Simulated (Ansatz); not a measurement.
`CC[SiH2]C#N` + PH₃ → `N#C[SiH2]P` + `CC` at 400 K and 1 bar (ligand exchange at the Si–C bond).

Calculated with Ansatz (gas phase, PBE0-D4/def2-TZVP geometries, no zero-point term in ΔE). CCSD(T)/CBS adds triple-zeta CCSD(T) − MP2 to the extrapolated MP2 energy (def2 sets, frozen cores). This one scheme is used for every species. One conformer a species, not always the lowest.

| species | CCSD(T)/CBS energy (Eh) | H − E (kJ/mol) | S (J/(mol·K)) |
| --- | --- | --- | --- |
| `CC[SiH2]C#N` | -462.15225 | 272.7 | 380.3 |
| PH₃ | -342.72256 | 77.1 | 221.7 |
| `N#C[SiH2]P` | -725.16307 | 142.8 | 357.9 |
| `CC` | -79.71954 | 213.5 | 244.3 |

H − E and S are ideal-gas, rigid-rotor, harmonic terms from PBE0-D4/def2-TZVP, for one conformer and one mirror image of each species. 1 Eh = 2625.50 kJ/mol, R = 8.31446 J/(mol·K).

By hand: ΔE, ΔH, ΔS and ΔG.

ΔE = (-725.16307) + (-79.71954) − (-462.15225) − (-342.72256) = -0.00780 Eh = -20.5 kJ/mol. Δ(H − E) = 142.8 + 213.5 − 272.7 − 77.1 = 6.5, so ΔH = -14.0 kJ/mol. ΔS = 357.9 + 244.3 − 380.3 − 221.7 = 0.2 J/(mol·K). ΔG = -14.0 − 400 × (0.2)/1000 = -14.1 kJ/mol.

By hand: the equilibrium constant, and the temperature at which ΔG would vanish if ΔH and ΔS stayed fixed.

log₁₀ K = −ΔG/(RT ln 10) = 1.8. ΔH and −TΔS have one sign here, so there is no such temperature.

The number of gas molecules stays the same, so ΔS is small and ΔH decides. A doubt of 5 kJ/mol in ΔE shifts log₁₀ K by 0.7 here. Other conformers and mirror images would add mixing entropy, several J/(mol·K) or more a flexible species. These are equilibria of isolated gas molecules and say nothing of rates. Largest T1 diagnostic: 0.014 (customary marks: 0.02 for closed shells, 0.045 for open ones).

ΔS is within the doubt of such terms, so its sign, and with it that verdict, could turn.
